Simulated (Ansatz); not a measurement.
`BOC=N`. Charge 0, multiplicity 1.

Z-matrix (Å, degrees):
```
B
O 1 1.362
H 1 1.193 2 120.2
H 1 1.194 2 115.5 3 -177.4
C 2 1.355 1 123.2 3 -10.7
N 5 1.252 2 121.9 1 -39.5
H 5 1.092 2 110.8 1 142.8
H 6 1.016 5 110.5 2 -178.8
```

Question: Give the diagnostics of a CCSD(T)/def2-TZVPP run (frozen core, Ansatz). (An estimate is asked.)

Answer: Computed: T1 = 0.0150, largest single amplitude 0.023, largest double 0.037, (T) share of the correlation energy 4.0 %, 10 CCSD cycles. The RHF solution is stable towards an unrestricted one. T1 lies under the customary mark of 0.02 for closed shells.
